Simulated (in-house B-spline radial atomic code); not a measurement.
BHandHLYP excitations of Zn

Method: BHandHLYP. Computed with an all-electron radial atomic-structure program (B-spline basis): linear response of the closed shell [Ar] 3d10 4s2 with the functional's adiabatic kernel; scalar-relativistic (spin-free one-electron X2C), finite nucleus, no spin-orbit coupling, no double excitations, S, P, D and F terms only; shells from n = 2 respond. Only terms of natural parity with L up to 3 were computed.

Command:
```bash
python run_td.py task.json out
```
Settings (radii: box in bohr, nucleus in fm):
```
Z                        30
electrons                30
configuration            [Ar] 3d10 4s2
hamiltonian              x2c
method                   bhandhlyp
box_radius               75
rms_radius               3.9283
intervals                77
```

Cost of the run: 2 s on 1 thread of Intel(R) Xeon(R) Platinum 8488C (Sapphire Rapids), with other jobs on the host.

The lowest states, in the order of their Tamm-Dancoff energies; the method's threshold (minus the highest occupied level) is 7.404 eV. Labels give the largest channel, * marks a mixed state, and oscillator strengths are full-response dipole values. Measured ¹D terms are left out, since they can mix with doubly excited terms. Semilocal kernels can invert the small singlet-triplet splittings of Rydberg terms. Energies in eV:

| state | full response | Tamm-Dancoff | oscillator strength | measured (J-weighted term) |
| --- | --- | --- | --- | --- |
| 4s → 4p 3P | ? | ? | - | ? |
| 4s → 4p 1P | 5.447 | 5.605 | 1.35 | 5.796 |
| 4s → 5s 3S | 6.046 | 6.050 | - | 6.654 |
| 4s → 5s 1S | 6.235 | 6.246 | - | 6.917 |
| 4s → 5p 3P | 6.693 | 6.698 | - | - |
| 4s → 5p 1P | ? | ? | ? | - |
| 4s → 4d 1D | 6.892 | 6.892 | - | - |
| 4s → 4d 3D | 6.917 | 6.917 | - | 7.783 |
| 4s → 6s 3S | 6.930 | 6.931 | - | - |
| 4s → 6s 1S | 6.972 | 6.975 | - | - |

Problem. Where does 4s → 5p 1P lie?

Solution. At 6.815 eV in full response, 6.840 eV in Tamm-Dancoff, oscillator strength 0.0906.

Problem. Where does 4s → 4p 3P lie?

Solution. At 3.739 eV in full response, 3.878 eV in Tamm-Dancoff; measured 4.054 eV.

Problem. How large is the singlet-triplet splitting of 4s → 4p (P terms) in Tamm-Dancoff?

Solution. 1.73 eV, from the unrounded values.

Problem. What polarisabilities and dispersion coefficient does the method give?

Solution. Dipole 41.6 bohr³, quadrupole 345.8 bohr⁵, C6 307.1 hartree·bohr⁶ for two such species. Recommended dipole value: 38.67 ± 0.3 bohr³ (Schwerdtfeger and Nagle, table of static dipole polarizabilities (2023 update)), which includes relativity and correlation.
